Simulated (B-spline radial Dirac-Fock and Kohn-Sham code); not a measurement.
Relativistic shifts of the levels of Fe⁺

System: iron as Fe⁺ in the configuration [Ar] 3d6 4s1.

Both columns are ΔSCF binding energies of the configuration average from a B-spline atomic structure program: non-relativistic Hartree-Fock with a point nucleus, and Dirac-Fock with a finite nucleus and the Coulomb interaction alone, averaged over the two j levels with weights 2j+1.

| shell | Hartree-Fock (eV) | Dirac-Fock (eV) | shift (eV) | shift (%) |
| --- | --- | --- | --- | --- |
| 1s | 7079.5 | 7145.1 | +65.54 | +0.93 |
| 2s | 858.6 | 872.3 | +13.73 | +1.60 |
| 2p | 734.0 | 736.5 | +2.48 | +0.34 |
| 3p | 78.77 | 79.17 | +0.40 | +0.50 |
| 3d | 21.36 | 21.07 | -0.30 | -1.39 |
| 4s | 14.74 | 14.91 | +0.17 | +1.15 |

Relativity binds 1s, 2s, 2p, 3p, 4s more strongly, among those listed most of all 2s in relative terms, and 3d more weakly, because the contracted s and p shells screen the nucleus better.

Values without a named source are computed, but for edge energies of neutral atoms, which are taken from tables.
